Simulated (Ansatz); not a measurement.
Geometry optimisation, RKS PBE0/def2-SVP in Ansatz 0.2.0.

Input:

```yaml
crystal:
  periodic: [false, false, false]
  atoms:
    - { symbol: Sn, position_ang: [0.212935, -0.011187, -0.048573] }
    - { symbol: O, position_ang: [0.85195, -0.105673, 1.807562] }
    - { symbol: H, position_ang: [0.222708, -0.179511, 2.535291] }
    - { symbol: H, position_ang: [1.920405, 0.020973, -0.179654] }
    - { symbol: H, position_ang: [-0.683668, 1.408437, -0.405553] }
    - { symbol: H, position_ang: [-0.63463, -1.414439, -0.558573] }
basis:
  gaussian: { orbitals: def2-SVP }
hamiltonian:
  xc: pbe0
relax:
  f_tol: 0.03
  max_steps: 50
```

Run as:

```bash
$ ansatz run input.yaml --threads 1 --pin off --max-ram 2048MiB --backend cpu --events-out ev --progress --plain --runs-dir out
```

**Question.** Where does it end, and by what steps?

**Answer.** It converged. After 4 steps the energy has fallen by 0.473 eV; H4 moved furthest, 0.49 Å.

| step | energy less start (eV) | largest force component (eV/Å) | accepted |
| --- | --- | --- | --- |
| 0 | 0.0000 | 1.432 | yes |
| 1 | -0.3070 | 0.609 | yes |
| 2 | -0.4467 | 0.456 | yes |
| 3 | -0.4717 | 0.179 | yes |
| 4 | -0.4727 | 0.008 | yes |

```xyz
6
Properties=species:S:1:pos:R:3
Sn 0.352 -0.017 0.033
O 0.760 -0.125 1.980
H -0.038 -0.171 2.519
H 1.903 0.052 -0.673
H -0.569 1.401 -0.272
H -0.519 -1.421 -0.438
```

Time of the run: 10 s on 1 thread of Arm Neoverse V2, on a shared host, peak memory 0.11 GiB.
